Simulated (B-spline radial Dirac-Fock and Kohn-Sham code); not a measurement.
## C 2p1/2: cross section and angular parameters

System: atomic carbon in the configuration [He] 2s2 2p2; threshold 8.22 eV (orbital energy of the model). The computed values come from a radial finite-basis atomic code: Dirac-Hartree-Slater photoionisation with a Latter tail; cross sections with all multipoles, angular parameters from the dipole term and its interference with E2.

For linearly polarised light dσ/dΩ = σ/(4π) [1 + β P₂(cos θ) + (δ + γ cos²θ) sin θ cos φ], with θ from the polarisation vector and φ the angle between the beam and the projection of the electron momentum on the plane normal to the polarisation.

```
hν (eV)    σ (kb)      β      γ      δ
   57.6       243  1.516  0.078  0.007
     60       219  1.514  0.082  0.007
     63       192  1.512  0.087  0.007
   81.9      93.7  1.482  0.118  0.009
   93.6      64.0  1.453  0.134  0.010
    177      9.42  1.208  0.199  0.018
    180         ?      ?      ?      ?
    207      5.76  1.132  0.212  0.021
    211      5.42  1.123  0.213  0.021
    231      4.07  1.078  0.220  0.024
    400     0.697  0.812  0.264  0.041
    478     0.386  0.733  0.282  0.048
    554     0.234  0.669  0.298  0.054
    718    0.0947  0.564  0.327  0.068
    783    0.0695  0.532  0.336  0.074
   1000    0.0286  0.450  0.364  0.090
 1253.6    0.0124  0.386  0.393  0.106
   1270    0.0118  0.383  0.395  0.107
   1770   0.00336  0.288  0.455  0.135
   1810   0.00308  0.281  0.458  0.137
   2060   0.00186  0.241  0.478  0.150
   2260   0.00129  0.212  0.490  0.160
   3060  0.000382  0.131  0.510  0.196
   3550  0.000211  0.111  0.517  0.214
   4000  0.000131  0.105  0.532  0.230
   5180  4.71e-05  0.109  0.606  0.263
 5414.7  3.95e-05  0.110  0.625  0.269
   6000  2.62e-05  0.107  0.672  0.284
   7380  1.12e-05  0.084  0.766  0.319
 8047.8  7.85e-06  0.068  0.797  0.336
```

Question: Give the values at 180 eV.

Answer: σ = 8.93 kb, β = 1.200, γ = 0.200, δ = 0.018.
